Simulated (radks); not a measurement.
Q: All-electron atom: a nucleus of charge 34.1 with 33 electrons in [Ar] 3d10 4s2 4p3. Method: Dirac Kohn-Sham, PBE, spin-unpolarised, spherical densities, finite nucleus; open shells fill j = l - 1/2 first; Fermi nuclear charge, rms radius 4.1629 fm; computed with a radial shooting solver on a logarithmic mesh with Libxc functionals. Some entries of the table are withheld. Estimate them.

orbital,occ.,eigenvalue (hartree),r(max) (bohr),<r> (bohr)
1s1/2,2,-462.7660,0.02870,0.04394
2s1/2,2,(1),0.1640,0.1950
2p1/2,2,-53.81575,0.1291,0.1679
2p3/2,4,-52.26085,0.1323,0.1717
3s1/2,2,-8.35683,0.5005,0.5715
3p1/2,2,-6.26689,0.4927,0.5797
3p3/2,4,-6.04768,0.5013,0.5902
3d3/2,4,-2.44463,(2),0.6230
3d5/2,6,-2.41106,(3),0.6273
4s1/2,2,-1.03461,1.484,1.729
4p1/2,2,-0.61800,1.713,2.067
4p3/2,1,-0.60110,1.744,2.103

A: 
(1) 2s1/2 eigenvalue (hartree): -59.91652
(2) 3d3/2 r(max) (bohr): 0.4489
(3) 3d5/2 r(max) (bohr): 0.4517
